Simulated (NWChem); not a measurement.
SiH₂O₂BrCl; SMILES O[Si](O)(Cl)Br

```xyz
7

O     -1.2357    -0.9992     1.3788
Si    -0.4179    -0.5870     0.0041
O     -1.4119    -0.8244    -1.3031
Cl     1.2512    -1.7861    -0.0411
Br     0.2573     1.5470     0.0198
H     -2.1124    -0.5845     1.4711
H     -1.1319    -0.3904    -2.1288
```
Atoms are numbered in this order, from 1.

Results from NWChem. Medium grid unless said otherwise, to which SCAN and Minnesota functionals are sensitive. Geometry: optimised at PBE-D3(BJ)/def2-SVP.

For level B3LYP/def2-SVP:

| Quantity | Result |
|---|---|
| highest occupied level (eV) | -8.23 |
| orbital gap (eV) | 8.08 |
| dipole (D) | 2.18 |

Question: Estimate the same quantities for level r2SCAN0/def2-SVP.

Answer: highest occupied level (eV): -8.89
orbital gap (eV): 9.18
dipole (D): 2.29
